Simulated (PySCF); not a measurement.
C2H7S, SMILES CC[SH2+], charge +1. Geometry: PBE-D3(BJ)/def2-SVP. The isomer is the one that the SMILES or the coordinates give; other isomers of the formula were not compared.

These are PBE-D3(BJ)/def2-SVP (PySCF) values and carry that method's errors.

Harmonic wavenumbers (cm⁻¹): 206, 266, 300, 544, 659, 778, 813, 944, 1071, 1084, 1140, 1227, 1256, 1348, 1392, 1406, 1412, 2533, 2554, 2983, 3009, 3069, 3077, 3092. Rotational constants (GHz): 25.76, 4.999, 4.588; symmetry number 1.

### Question
Work out the zero-point energy and the ideal-gas rigid-rotor harmonic-oscillator thermochemistry at 298.15 K and 1 atm.

### Answer
ZPE = ½ Σ hcν = ½ × 36164 cm⁻¹ = 51.70 kcal/mol. H − E(el) = 55.39 kcal/mol. Entropy in cal/(mol K): translation 38.35, rotation 23.81, vibration 6.91, total 69.07. G − E(el) = 34.79 kcal/mol. Cp = 18.66 cal/(mol K).
